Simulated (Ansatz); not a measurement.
C$_{2}$H$_{7}$OSi (`CO[SiH]C`) radical from Hartree–Fock to CCSD(T)

```xyz
11

C     0.515   -1.548   -1.300
O     0.093   -0.853   -0.151
Si    0.453    0.730    0.144
C    -0.606    1.262    1.585
H    -0.051   -2.479   -1.364
H     0.336   -0.968   -2.213
H     1.581   -1.792   -1.246
H     0.152    1.531   -1.091
H    -0.439    2.318    1.808
H    -0.370    0.680    2.478
H    -1.664    1.118    1.348
```

Total charge 0; spin multiplicity 2. The structure was optimised at the PBE0-D4/def2-TZVP level. It is one conformer, not always the lowest. Frozen core, unrestricted reference, the Gaussian-basis code of Ansatz. CBS rows extrapolate triple and quadruple zeta; past MP2 they add the triple-zeta difference.

```json
{"basis": "def2-SVP", "HF (Eh)": "-443.39233", "MP2 corr.": "-0.55337"}
{"basis": "def2-TZVPP", "HF (Eh)": "-443.68322", "MP2 corr.": "-0.69325"}
{"basis": "def2-QZVPP", "HF (Eh)": "-443.70034", "MP2 corr.": "-0.74284"}
```

Problem. Estimate the CCSD correlation energy and the (T) correction in each basis where they were run (hartree).

Solution. 
```tsv
basis	CCSD corr.	(T)
def2-SVP	-0.60355	-0.01550
def2-TZVPP	-0.73590	-0.02707
CBS(def2)	-0.82222	as TZ
```
